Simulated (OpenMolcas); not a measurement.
# Re4+: moving or changing the point charges

Re4+ among 6 point charges of -1.7 e arranged as a trigonal antiprism (D3d), 1.8 Å from the ion, with a polar angle of 49.8° against the regular 54.74°.
```
   0.0000    1.3750    1.1616  -1.70
  -1.1908   -0.6875    1.1616  -1.70
   1.1908   -0.6875    1.1616  -1.70
   0.0000   -1.3750   -1.1616  -1.70
   1.1908    0.6875   -1.1616  -1.70
  -1.1908    0.6875   -1.1616  -1.70
```

```yaml
Program: OpenMolcas 26.06
Method: CASSCF
Basis: ANO-RCC-VTZP [8s7p5d3f2g1h]
Scalar_Hamiltonian: DKH2, point nucleus
Active_space: 3 electrons in 5 orbitals (5d)
State_averaging: 2S+1 = 4 even, 10 roots; 2S+1 = 2 even, 40 roots
Spin-orbit_coupling: RASSI with atomic mean-field integrals over the reference wave functions
```

Runs around this geometry, states (labels of D3, the rotations of D3d). Energies in cm-1 above the lowest state or level, χT in cm3 K/mol.

```tsv
R (Å)	q (e)	Polar angle / regular	Ground state	First state of that spin	First gap with spin-orbit (degeneracies)	χT at 300 K	First state of another spin
1.8	-1.1	0.91	4A2	4E 10739	1080 (2, 2)	0.376	2E 15226
1.8	-1.7	0.91	4A2	4E 16920	902.1 (2, 2)	0.647	2E 13693
1.88	-1.7	0.91	4A2	4E 13651	1053 (2, 2)	0.503	2E 14348
1.8	-1.7	0.98	4A2	4E 17359	220.1 (2, 2)	0.848	2E 15527
```

Taking the first state of the same spin as R^-n, n = -ln(13651 / 16920) / ln(1.88 / 1.8) = 4.9 between the shortest and longest distance.

Scaling the charges by -1.1 / -1.7 = 0.65 scales the first state of the same spin by 10739 / 16920 = 0.63; with fixed orbitals a first-order splitting would follow the charge.

Without dynamic correlation the repulsion within the d shell is too large (B by tens of per cent), so at a given field states of lower spin stand too high. Point charges carry no covalency, so the field is a model and not that of real ligands. No measured value stands beside these numbers.
